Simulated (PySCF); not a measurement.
From one molecule to another.

First species: C₆H₇FO₂.
InChI=1S/C6H7FO2/c1-8-6-4-5(7)2-3-9-6/h2-5H,1H3/t5-/m0/s1

Second species: methyl 3-chloropropanoate, C₄H₇ClO₂.
SMILES with atom numbers: `[CH3:1][O:2][C:3](=[O:4])[CH2:5][CH2:6][Cl:7]` (hydrogens: H8, H9, H10 on C1; H11, H12 on C5; H13, H14 on C6)

Levels: PBE0/def2-SVPD for dipole moment, HOMO energy, LUMO energy, HOMO–LUMO gap, static isotropic polarisability and electronic spatial extent ⟨r²⟩ about the centre of nuclear charge; TDDFT PBE0/def2-SVPD for lowest singlet excitation; TDA PBE0/def2-SVPD for lowest triplet excitation (Tamm–Dancoff); GFN2-xTB for rotational constant A and rotational constant C. Geometries: GFN2-xTB. Each species is one conformer at its optimised geometry, gas phase, non-relativistic unless stated; the electronic structure was computed with PySCF and density fitting.

The conformers computed, where there is a choice (atom-mapped SMILES and torsion angles):
- `[CH3:1][O:2][C:3]1=[CH:4][C@@H:5]([F:6])[CH:7]=[CH:8][O:9]1`: C1–O2–C3–C4 176°
- `[CH3:1][O:2][C:3](=[O:4])[CH2:5][CH2:6][Cl:7]`: C1–O2–C3–O4 0°, O2–C3–C5–C6 180°, C3–C5–C6–Cl7 180°

Values for the first species:

```
Dipole moment                                                     : 3.30 D
HOMO energy                                                       : -6.69 eV
LUMO energy                                                       : -0.08 eV
HOMO–LUMO gap                                                     : 6.61 eV
Lowest singlet excitation                                         : 5.54 eV
Lowest triplet excitation (Tamm–Dancoff)                          : 4.31 eV
Static isotropic polarisability                                   : 78.4 au
Electronic spatial extent ⟨r²⟩ about the centre of nuclear charge : 1221 bohr²
Rotational constant A                                             : 3.524 GHz
Rotational constant C                                             : 0.931 GHz
```

Q: Estimate the same properties for the second species, and the change in each.

A: 
```csv
property,first,second,second less first
dipole moment,3.30 D,2.64 D,-0.66 D
HOMO energy,-6.69 eV,-8.34 eV,-1.65 eV
LUMO energy,-0.08 eV,-0.06 eV,+0.02 eV
HOMO–LUMO gap,6.61 eV,8.28 eV,+1.67 eV
lowest singlet excitation,5.54 eV,6.02 eV,+0.48 eV
lowest triplet excitation (Tamm–Dancoff),4.31 eV,5.46 eV,+1.15 eV
static isotropic polarisability,78.4 au,70.5 au,-7.9 au
electronic spatial extent ⟨r²⟩ about the centre of nuclear charge,1221 bohr²,1419 bohr²,+198 bohr²
rotational constant A,3.524 GHz,8.513 GHz,+4.989 GHz
rotational constant C,0.931 GHz,0.744 GHz,-0.187 GHz
```

On the first: In wavenumbers S1 is 44700 cm⁻¹ (1 eV = 8065.54 cm⁻¹). The vertical singlet–triplet gap S1 − T1 is 1.23 eV (TDDFT singlet less Tamm–Dancoff triplet; S1: HOMO→LUMO, weight 0.98; T1: HOMO→LUMO, weight 0.49, beside HOMO→LUMO+2, weight 0.34).

On the second: A dipole of 2.64 D is allowed in Cs, and pure rotational transitions are dipole-allowed. In atomic units the dipole is 1.04 e·bohr (1 au = 2.5417 D).
